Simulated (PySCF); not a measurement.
## Correlation energy of Kr¹⁸⁺ (krypton, charge +18)

Starting occupation: [Ar]. Calculation: PySCF 2.14, in an even-tempered Gaussian basis (19 s from 0.6 bohr⁻², ratio 2.6; 14 p from 0.78 bohr⁻², ratio 2.6; 6 d from 0.8 bohr⁻², ratio 2.8; 3 f from 18 bohr⁻², ratio 2.8); X2C-1e with screened-nucleus spin-orbit coupling, Gaussian nucleus. Frozen: [Ne]; 8 electrons correlated; the 64 highest virtual spinors left out.

MP2 pair energies summed by pair of shells (mhartree):

```json
{"pair": "3p3/2-3p3/2", "energy": "-125.60", "share (%)": "38.7"}
{"pair": "3p1/2-3p3/2", "energy": "-119.47", "share (%)": "36.8"}
{"pair": "3p1/2-3p1/2", "energy": "-32.18", "share (%)": "9.9"}
{"pair": "3p3/2-3s1/2", "energy": "-23.50", "share (%)": "7.2"}
{"pair": "3s1/2-3s1/2", "energy": "-12.06", "share (%)": "3.7"}
{"pair": "3p1/2-3s1/2", "energy": "-12.00", "share (%)": "3.7"}
```

Total MP2 correlation energy: -324.80 mhartree.

The virtual space was cut to 50 spinors, which keep -310.51 of the -324.80 mhartree of MP2 correlation.

| level | correlation energy (mhartree) |
| --- | --- |
| CCSD | -341.99 |
| (T) | -2.98 |
| CCSD(T) | -344.97 |

Diagnostics: T1 = 0.00062, largest double amplitude 0.047.

Cost of the coupled-cluster step: about 13 core-seconds, for 8 occupied and 50 virtual spinors.

Iterations:

```
Init t2, MP2 energy = -0.310509854849872
CCSD nocc = 8, nmo = 58
Init t2, MP2 energy = -0.310509854849872
Init E_corr(GCCSD) = -0.310509854849872
cycle = 1  E_corr(GCCSD) = -0.336997117607418  dE = -0.0264872628  norm(t1,t2) = 0.0182029
cycle = 2  E_corr(GCCSD) = -0.34098901612882  dE = -0.00399189852  norm(t1,t2) = 0.00396475
cycle = 3  E_corr(GCCSD) = -0.342021912756783  dE = -0.00103289663  norm(t1,t2) = 0.00115353
cycle = 4  E_corr(GCCSD) = -0.341988496230763  dE = 3.3416526e-05  norm(t1,t2) = 0.000103897
cycle = 5  E_corr(GCCSD) = -0.341988710150322  dE = -2.13919558e-07  norm(t1,t2) = 3.94608e-06
cycle = 6  E_corr(GCCSD) = -0.341988686549403  dE = 2.36009183e-08  norm(t1,t2) = 4.27067e-07
cycle = 7  E_corr(GCCSD) = -0.34198868343915  dE = 3.11025328e-09  norm(t1,t2) = 5.17611e-08
GCCSD converged
E(GCCSD) = -2614.281324799474  E_corr = -0.3419886834391499
```

The coupled-cluster values are those of the cut space; adding the MP2 remainder, -14.29 mhartree, estimates the full space.

At this charge the one-electron X2C treatment keeps the bare 1/r₁₂, with no two-electron picture change or Breit term. The effect here is smaller than on the frozen 1s shell.
